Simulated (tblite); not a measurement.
Compound: C₆H₁₁O₂ (doublet state).
Cartesian coordinates in Å at the GFN2-xTB level; atoms count from 1:
```
atom  x, y, z in Å
C1     2.2551   -0.8446   -0.0211
C2     1.5104    0.4689    0.1851
C3     0.0867    0.3909   -0.3510
C4    -0.7934    1.6014   -0.0197
O5    -1.2976    0.9297    1.1266
C6    -0.9042   -0.2998    0.5890
C7    -2.1275   -0.9146   -0.2530
O8    -2.4900   -0.0806   -1.1941
H9     1.7584   -1.6584    0.5017
H10    2.2972   -1.0941   -1.0786
H11    3.2720   -0.7657    0.3546
H12    1.4840    0.7207    1.2475
H13    2.0336    1.2723   -0.3386
H14    0.0703    0.0599   -1.3882
H15   -1.6128    1.6731   -0.7594
H16   -0.3510    2.5706    0.2030
H17   -0.5889   -1.0282    1.3355
H18   -1.6993   -1.8618   -0.6444
H19   -2.9127   -1.1302    0.4977
```

Calculated harmonic vibrations of the isolated species, GFN2-xTB (tblite), most abundant isotopes, no scaling. This tight-binding method is rough: wavenumbers can miss measured ones by several per cent, in bad cases by 10 to 20. One conformer, not necessarily the lowest. Open shells enter through the occupations alone, without spin polarisation, and single modes of such species can be off by tens of per cent.

Harmonic wavenumbers (cm⁻¹): 90.5, 108.2, 151.1, 192.9, 218.4, 261.5, 338.0, 365.0, 407.4, 585.8, 757.7, 792.9, 843.0, 871.3, 892.2, 958.4, 987.6, 990.8, 1028.3, 1060.7, 1094.3, 1106.6, 1118.2, 1137.1, 1158.6, 1196.1, 1205.6, 1233.5, 1242.2, 1246.8, 1250.1, 1292.1, 1304.1, 1345.4, 1381.3, 1415.5, 1468.3, 1484.8, 1498.6, 1502.4, 2705.5, 2775.5, 2801.1, 2966.8, 2972.5, 2985.8, 2995.1, 3005.5, 3039.5, 3042.9, 3048.0.

A = 3534, B = 1447, C = 1269 MHz; mass 115.076 u (most abundant isotopes); point group C1, symmetry number 1; spin multiplicity 2.

Problem. What is the zero-point energy?

Solution. ½Σν̃ = 34961 cm⁻¹ = 418.22 kJ/mol.

Problem. What is S at 298.15 K and 1 bar for an ideal gas of classical rigid rotors and harmonic oscillators?

Solution. Translation 168.04, rotation 118.39, vibration 88.83, spin (R ln 2) 5.76: S = 381.0 J/(mol K).

Problem. And Cp and H(298.15 K) − H(0)?

Solution. Cp = 138.42 J/(mol K), of which vibrations give 105.16 (their classical limit is 51 R = 424.0); H(298.15 K) − H(0) = 24.85 kJ/mol without the zero-point energy, 14.93 from vibrations.

Problem. What must be added to the electronic energy to get the Gibbs energy at 298.15 K and 1 bar?

Solution. ZPE + [H(298.15 K) − H(0)] − T·S = 418.22 + 24.85 − 113.60 = 329.47 kJ/mol.

Problem. How do the functions run with temperature in this model?

Solution. 
```csv
T (K),S (J/(mol K)),Cp (J/(mol K)),H − H(0) (kJ/mol),G − H(0) (kJ/mol),ln q(vib)
50,237.7,46.1,1.85,-10.04,0.14
100,276.7,68.0,4.72,-22.94,0.82
373.15,415.6,170.7,36.44,-118.63,6.20
500,472.7,220.8,61.37,-174.99,8.88
750,576.8,291.8,126.13,-306.46,14.31
1000,667.4,337.6,205.20,-462.25,19.61
```

q(vib) and H(0) count from the zero-point level.

Problem. Blend soft modes into free rotors: weight 1/[1 + (100 cm⁻¹/ν̃)⁴] for the oscillator and the rest for a rotor with moment μB/(μ + B), μ = h/(8π²ν), B = 10⁻⁴⁴ kg m². What vibrational entropy results?

Solution. 86.10 J/(mol K) in place of 88.83, which changes −T·S at 298.15 K by +0.81 kJ/mol.

Problem. Which modes carry the vibrational entropy at 298.15 K?

Solution. 90.5 cm⁻¹: 15.27; 108.2 cm⁻¹: 13.81; 151.1 cm⁻¹: 11.12; 192.9 cm⁻¹: 9.20; 218.4 cm⁻¹: 8.25; 261.5 cm⁻¹: 6.91 J/(mol K); the other 45 give 24.26 together.

Hindered rotation and anharmonicity are outside this model. Other conformers, if any are populated, would add a mixing term that is left out. The structure is chiral; the term R ln 2 for an equal mix with its mirror image is left out.
